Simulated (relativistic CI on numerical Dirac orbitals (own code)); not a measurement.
What each ingredient does to the levels of Bi10+

Base calculation: Dirac-Coulomb-Breit CI, separate exchange-only KLI orbitals for each configuration, QED by a radiative potential, unscaled Slater integrals.

Configurations in the expansion (outside the closed core [Kr] 4d10 4f14): 5s2 5p6 5d5, 5s2 5p6 5d4 6s, 5s2 5p6 5d4 5f, 5s2 5p5 5d6, 5s2 5p6 5d4 6p, 5s2 5p6 5d4 5g, 5s2 5p6 5d3 6s 6p, 5s2 5p6 5d3 5f 6s, 5s 5p6 5d6, 5s2 5p6 5d4 6d, 5s2 5p5 5d5 5f, 5s2 5p6 5d4 7s, 5s2 5p6 5d4 7p, 5s2 5p6 5d4 6f, 5s2 5p5 5d5 5g, 5s2 5p6 5d4 8p, 5s2 5p6 5d3 6s2, 5s2 5p6 5d2 5f 6s2, 5s2 5p6 5d2 6s2 6p, 5s2 5p6 5d2 5g 6s2, 5s2 5p6 5d3 6p2, 5s2 5p6 5d2 6s 6p2, 5s2 5p6 5d2 5f 6p2, 5s2 5p6 5d2 6p3, 5s2 5p6 5d2 5g 6p2, 5p6 5d7, 5p5 5d8. Double excitations out of closed p, d and f shells are left out; levels of such configurations are missing from the list, as are those of other unlisted configurations, and high levels can miss mixing partners. These lack a partner that the ground configuration has and come out too high: 5s2 5p5 5d5 5f, 5s2 5p5 5d5 5g.

Variants: (1) one mean potential for all configurations; (2) only the first configuration. Shifts of the energy above 5s2 5p6 5d5 6S_5/2, in cm⁻¹, for the lowest level and the first level of each name with at least 55 % of one term (blank where a level changes its place among those of its configuration and J or its character, or is not in the variant):

| Level | Base | Δ(1) | Δ(2) |
| --- | --- | --- | --- |
| 5s2 5p6 5d5 6S_5/2 | 0 | 0 | 0 |
| 5s2 5p6 5d5 4G_11/2 | 40475 | -39 | +1534 |
| 5s2 5p6 5d5 4G_9/2 | 44259 | -54 | +1377 |
| 5s2 5p6 5d5 2I_11/2 | 64684 | -117 | +2101 |
| 5s2 5p6 5d5 4D_1/2 | 69584 | -155 | +699 |
| 5s2 5p6 5d5 2I_13/2 | 71646 | -123 | +2512 |
| 5s2 5p6 5d5 2G_7/2 | 86659 | -141 | +1954 |
| 5s2 5p6 5d5 2F_7/2 | 97589 | -186 | +145 |
| 5s2 5p6 5d5 2S_1/2 | 98797 | -160 | +1245 |
| 5s2 5p6 5d5 2H_11/2 | 109086 | -258 | +723 |
| 5s2 5p6 5d5 2P_3/2 | 134088 | -158 | +938 |
| 5s2 5p6 5d5 2P_1/2 | 148914 | -235 | +1139 |
| 5s2 5p6 5d4 6s 6D_3/2 | 353816 | -1181 |  |
| 5s2 5p6 5d4 6s 6D_5/2 | 364425 | -1158 |  |

At this charge energies of transitions that change n are usually good to better than 1 %, and those within a shell (Δn = 0) to a few per cent. Terms inside the open d or f shell come out 10 to 20 % too wide with unscaled integrals. Levels and lines within the n = 5 or 6 shells can be off by up to 10 % or somewhat more, and those that change n by about 2 %, since core polarisation is missing.

Ionisation energy from the two ground configurations alone: base 183.127 eV. The NIST ASD value (theoretical) is 183 eV.

LS names give the leading component of a level, which can be under half, so a name can repeat, a term be missing and a line seem to break the LS rules.
